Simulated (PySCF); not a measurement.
**Two-component Hartree-Fock for Rh (rhodium, neutral)**

Start: [Kr] 4d8 5s1; 4d3/2 filled at m_j = -3/2, -1/2, +1/2, +3/2; 4d5/2 filled at m_j = -1/2, +1/2, +3/2, +5/2; 5s1/2 filled at m_j = +1/2. Calculated with PySCF 2.14 in x2c-TZVPall-2c (8s9p7d1f, 77 functions): generalised Hartree-Fock with the X2C-1e Hamiltonian and a Gaussian nucleus; one run each with spin-orbit coupling (SO) switched off, then screened by Boettger's factors.

```csv
spinor shell,electrons,"ε, spin-free (eV)","ε, screened SO (eV)",weight of nominal j (screened SO),"rms radius, screened SO (bohr)"
1s1/2,2,-23342.2,-23340.6,1.000,0.0374
2s1/2,2,-3465.8,-3465.3,1.000,0.154
2p1/2,2,-3099.2,-3199.2,1.000,0.134
2p3/2,4,-3099.2,-3052.6,1.000,0.138
3s1/2,2,-654.36,-654.20,1.000,0.415
3p1/2,2,-530.71,-548.55,1.000,0.411
3d3/2,4,-333.32,-336.46,0.997,0.401
3d5/2,6,-333.32,-331.03,0.998,0.405
4s1/2,2,-101.01,-100.95,1.000,1.05
4p1/2,2,-63.629,-67.640,0.946,1.15
4p3/2,4,-63.629,-61.668,0.973,1.18
4d3/2,4,-11.679,-12.097,0.694,1.71
4d5/2,4,-11.679,-11.273,0.733,1.73
5s1/2,1,-6.476,-6.477,0.999,3.76
```

(1) Where does 3p3/2 lie, and what is the 3p spin-orbit splitting (screened SO)?

```json
{"quantity": "E (hartree)", "spin-free": "-4780.81709", "screened SO": "-4781.56761"}
{"quantity": "M_J", "spin-free": "9/2", "screened SO": "9/2"}
{"quantity": "⟨J²⟩", "spin-free": "24.759", "screened SO": "24.759"}
{"quantity": "⟨L²⟩", "spin-free": "12.008", "screened SO": "12.048"}
{"quantity": "⟨S²⟩", "spin-free": "3.751", "screened SO": "3.753"}
```

Each row is a mean over spinors that exchange with the open shell spreads, by up to 7.008 eV (4p3/2).

Rows whose weight is well below 1 are mixtures of j = l ± 1/2: exchange outweighs spin-orbit coupling there, and the label is only the starting occupation.

Breit and QED terms are absent; they matter most for the inner s and p1/2 levels.

Densities and radii are taken from the X2C orbitals without a picture-change correction, which distorts them close to the nucleus.

Without spin-orbit coupling the j labels of p, d and f shells carry no meaning; the spin-free column gives the mean over the occupied spinors of each nl shell.

## Answers

(1) At -522.31 eV, 26.241 eV above 3p1/2.
